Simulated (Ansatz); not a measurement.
`CN(C)[CH2][AlH2]` from Hartree–Fock to CCSD(T)

Cartesian coordinates in Å:
```
C 0.029 1.190 -0.816
N 0.498 -0.085 -0.336
C 0.655 -1.020 -1.426
C -0.356 -0.611 0.712
Al -0.415 0.449 2.368
H -0.984 1.134 -1.259
H 0.708 1.578 -1.579
H 0.003 1.915 0.003
H -0.303 -1.249 -1.929
H 1.070 -1.959 -1.053
H 1.343 -0.616 -2.172
H -1.385 -0.822 0.348
H 0.028 -1.595 1.020
H 0.457 1.762 2.573
H -1.348 -0.071 3.547
```

Total charge 0; spin multiplicity 1. The structure was optimised at the PBE0-D4/def2-TZVP level. It is one conformer, not always the lowest. Frozen core, restricted reference, Ansatz 0.2.0. CBS rows extrapolate triple and quadruple zeta; past MP2 they add the triple-zeta difference.

```csv
basis,HF (Eh),MP2 corr.,CCSD corr.,(T),CCSD(T) total
def2-SVP,-415.54560,-0.67158,-0.73868,-0.02125,-416.30553
def2-TZVPP,-415.82113,-0.82781,-0.88378,-0.03399,-416.73890
def2-QZVPP,-415.83686,-0.88147,–,–,–
CBS(def2),-415.83903,-0.92122,-0.97719,as TZ,-416.85021
```
